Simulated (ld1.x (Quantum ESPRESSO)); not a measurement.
## Ba (Z = 56): one change to a TM potential, before and after

- Element: barium
- Generator: ld1.x (Quantum ESPRESSO) 7.5
- Type: norm-conserving Troullier–Martins (Kleinman–Bylander form)
- Functional: LDA (PZ)
- Relativity: scalar-relativistic
- Frozen core: [Xe]
- Valence charge: 2
- Reference configuration: 5d0 6s1.75 6p0.25
- Partial waves: 6s (bound): rc 3.90 bohr; 6p (bound): rc 3.75 bohr; 5d (bound, empty): rc 2.90 bohr
- Local potential: all-electron potential smoothed inside 2.80 bohr (lloc = -1)
- Core correction: Bessel-smoothed model core inside 1.45 bohr

All-electron outer shells of the reference configuration (LDA (PZ), scalar-relativistic, ld1.x):

```
shell  level (eV)  outermost node (bohr)  outermost maximum (bohr)
   5s      -34.10                   0.80                      1.47
   5p      -19.09                   0.86                      1.67
   6s       -3.51                   1.96                      4.05
   5d       -2.36                   1.00                      2.49
   6p       -1.42                   2.35                      5.34
```

Change: local potential the s channel.

Cutoffs: the cutoffs (Ry, on a coarse ladder) from which the occupation-weighted sum of valence levels, in a spherical-Bessel basis at the reference potential, stays within 10 and 1 mRy of its value at 400 Ry; they do not see the model core or the augmentation charge, which bear on the density cutoff. Errors are all-electron minus pseudo energies relative to the spin-unpolarised reference configuration.

Problem. What does the change do?

Solution. Both files are so soft that the ladder of cutoffs tells neither apart; the bound ghosts move from p, s to p; of the 9 tests that both files solve, the error grows in 0 and shrinks in 2 by more than 15 % and 0.3 meV (median size 7.3 → 7.0 meV); the range in which the d phases agree narrows (upper end 3.9 → 0.6). In the separable form a ghost depends on how the local part lies against the semilocal potential of the channel, so the choice of the local part can create or remove one.

```tsv
quantity	base	changed
cutoff, loose	6 Ry	6 Ry
cutoff, tight	8 Ry	8 Ry
loose cutoff by channel (10 mRy a level)	s 6 Ry, p 8 Ry	p 6 Ry, s 6 Ry
bound ghosts	s, p	p
error for 5d0 6s2 6p0, meV [ΔE -0.52 eV]	-0.2	-0.2
error for 5d0 6s1 6p0, meV [ΔE 5.02 eV]	-5.0	-4.6
error for 5d0 6s1.5 6p0, meV [ΔE 1.69 eV]	-0.4	-0.3
error for 5d1 6s1 6p0, meV [ΔE 0.83 eV]	-47	-49
error for 5d0 6s0 6p1, meV [ΔE 7.73 eV]	-66	-10
error for 5d0 6s0 6p2, meV [ΔE 3.85 eV]	-37	-9.4
error for 5d0.5 6s1.5 6p0, meV [ΔE 0.12 eV]	-15	-15
error for 5d0 6s1.75 6p0.25 (spin-polarised), meV [ΔE -0.02 eV]	0.0	0.0
error for 5d0 6s1 6p0 (spin-polarised), meV [ΔE 4.88 eV]	-7.3	-7.0
s: phases at 4.24 bohr within 0.05 rad from the reference energy up to (Ry; the scan ends near 5)	0.9	0.9
p: phases at 4.24 bohr within 0.05 rad from the reference energy up to (Ry; the scan ends near 5)	0.1	0.1
d: phases at 4.24 bohr within 0.05 rad from the reference energy up to (Ry; the scan ends near 5)	3.9	0.6
```

 A true bound ghost makes a file unfit for plane-wave use even where its test errors are small: the radial tests pick states by their node count and pass the ghost by.
